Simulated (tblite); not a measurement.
C3H10Ge.
Numbering: `[CH3:1][CH2:2][CH2:3][GeH3:4]` (hydrogens: H5, H6, H7 on C1; H8, H9 on C2; H10, H11 on C3; H12, H13, H14 on Ge4)

Computed with GFN2-xTB (tblite), gas phase: nudged elastic band of 9 images (0 to 8), spring 0.2 eV/Å², climbing image at the end, force threshold 0.05 eV/Å. No saddle search or frequency run followed, so the top image need not be a first-order saddle, and its height can exceed the method's true barrier by a kcal/mol or more.

Path: rotation about C2–C3 (chain CH2 carbon, sp3 carbon bound to germanium), followed by the dihedral C1–C2–C3–Ge4. Start geometry (image 0):
```
atom  x, y, z in Å
C1     -1.604    0.167   -0.141
C2     -0.835   -0.348    1.065
C3      0.551    0.280    1.168
Ge4     1.719   -0.091   -0.383
H5     -1.699    1.250   -0.098
H6     -2.601   -0.267   -0.178
H7     -1.080   -0.097   -1.060
H8     -1.399   -0.134    1.978
H9     -0.732   -1.434    0.990
H10     1.049   -0.092    2.067
H11     0.456    1.361    1.288
H12     1.598   -1.514   -0.830
H13     1.420    0.771   -1.568
H14     3.156    0.147   -0.040
```

The converged band, energies from image 0, some withheld:

```json
{"image": "0", "dihedral (°)": "-61", "C1–C2 (Å)": "1.521", "C2–C3 (Å)": "1.525", "C3–Ge4 (Å)": "1.976", "C1–C2–C3 (°)": "111.9", "C2–C3–Ge4 (°)": "114.0", "E (kcal/mol)": "0.00"}
{"image": "1", "dihedral (°)": "-46", "C1–C2 (Å)": "1.522", "C2–C3 (Å)": "1.527", "C3–Ge4 (Å)": "1.977", "C1–C2–C3 (°)": "112.6", "C2–C3–Ge4 (°)": "115.1", "E (kcal/mol)": "0.55"}
{"image": "2", "dihedral (°)": "-30", "C1–C2 (Å)": "1.522", "C2–C3 (Å)": "1.532", "C3–Ge4 (Å)": "1.978", "C1–C2–C3 (°)": "113.7", "C2–C3–Ge4 (°)": "117.3", "E (kcal/mol)": "2.05"}
{"image": "3", "dihedral (°)": "-14", "C1–C2 (Å)": "1.523", "C2–C3 (Å)": "1.537", "C3–Ge4 (Å)": "1.980", "C1–C2–C3 (°)": "114.5", "C2–C3–Ge4 (°)": "119.0", "E (kcal/mol)": "3.49"}
{"image": "4", "dihedral (°)": "2", "C1–C2 (Å)": "1.523", "C2–C3 (Å)": "1.539", "C3–Ge4 (Å)": "1.980", "C1–C2–C3 (°)": "114.7", "C2–C3–Ge4 (°)": "119.5", "E (kcal/mol)": "?"}
{"image": "5", "dihedral (°)": "21", "C1–C2 (Å)": "1.522", "C2–C3 (Å)": "1.535", "C3–Ge4 (Å)": "1.978", "C1–C2–C3 (°)": "114.3", "C2–C3–Ge4 (°)": "119.0", "E (kcal/mol)": "?"}
{"image": "6", "dihedral (°)": "38", "C1–C2 (Å)": "1.522", "C2–C3 (Å)": "1.529", "C3–Ge4 (Å)": "1.977", "C1–C2–C3 (°)": "113.5", "C2–C3–Ge4 (°)": "118.2", "E (kcal/mol)": "1.39"}
{"image": "7", "dihedral (°)": "57", "C1–C2 (Å)": "1.522", "C2–C3 (Å)": "1.526", "C3–Ge4 (Å)": "1.977", "C1–C2–C3 (°)": "112.8", "C2–C3–Ge4 (°)": "117.2", "E (kcal/mol)": "0.67"}
{"image": "8", "dihedral (°)": "61", "C1–C2 (Å)": "1.521", "C2–C3 (Å)": "1.525", "C3–Ge4 (Å)": "1.976", "C1–C2–C3 (°)": "112.0", "C2–C3–Ge4 (°)": "114.3", "E (kcal/mol)": "?"}
```

Problem. Estimate the withheld energies, and name the highest image.

Solution. image 4: 3.81 kcal/mol; image 5: 2.77 kcal/mol; image 8: 0.00 kcal/mol. The highest is image 4.

Problem. Between which neighbours does the energy rise most, and fall most?

Solution. It rises most from image 1 to 2 (+1.50 kcal/mol) and falls most from image 5 to 6 (-1.38 kcal/mol).

Problem. Give the height of the top above the start in other units, and in kT at 298.15 K.

Solution. 0.1651 eV = 3.81 kcal/mol = 15.9 kJ/mol = 1331 cm⁻¹, or 6.4 kT.

Problem. What forces remain on the atoms at the highest image?

Solution. 
```
atom  x, y, z in Å  |  force x, y, z in eV/Å
C1     -1.500   -0.225   -0.235    0.025  -0.015  -0.003
C2     -0.929   -0.104    1.171   -0.007   0.016   0.006
C3      0.597    0.079    1.233    0.000  -0.003  -0.001
Ge4     1.631    0.213   -0.450   -0.007   0.010  -0.004
H5     -1.227    0.643   -0.834    0.010   0.002   0.001
H6     -2.586   -0.287   -0.195   -0.004  -0.003  -0.007
H7     -1.125   -1.121   -0.727    0.012   0.014   0.012
H8     -1.411    0.742    1.665    0.002   0.007  -0.002
H9     -1.206   -1.000    1.733   -0.006   0.008   0.010
H10     1.042   -0.733    1.812   -0.007  -0.023  -0.025
H11     0.832    0.994    1.785    0.001  -0.019   0.026
H12     1.353   -0.851   -1.463   -0.001  -0.007   0.013
H13     1.440    1.534   -1.126   -0.008  -0.004  -0.028
H14     3.088    0.113   -0.113   -0.010   0.017   0.001
```

The largest is 0.034 eV/Å, against the threshold of 0.05 eV/Å on the band's forces.

What follows is the cost of the whole band run. The run took about 8 s of CPU time (one thread, shared machine).
